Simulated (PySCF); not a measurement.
Values are calculated unless marked as measured or tabulated.
**Hf sites compared**

Gas-phase molecules, one conformer each, optimised by PBE0-D3(BJ)/def2-SVP. No frequency run checks that these structures are minima. Excitations by CAM-B3LYP/def2-SVPD.

Task: Order these by the lowest singlet (eV), lowest first.
A. [OH][Hf]([OH])([OH])[SiH3] (Hf bonded to 3 O + 1 Si)
B. [NH2][Hf]([OH])([OH])[OH] (Hf bonded to 1 N + 3 O)
C. C[NH][Hf]([OH])([OH])[OH] (Hf bonded to 1 N + 3 O)
D. [OH][Hf]([OH])([OH])[O][Ti]([Cl])([Cl])[Cl] (Hf bonded to 4 O)
E. [OH][Hf]([OH])([OH])[GeH3] (Hf bonded to 1 Ge + 3 O)

Result: D (4.71), A (5.13), E (5.18), C (5.33), B (5.91).

Shieldings and excitations lack spin-orbit coupling, which matters at and next to atoms heavier than Zn. Atoms past Kr carry effective core potentials.
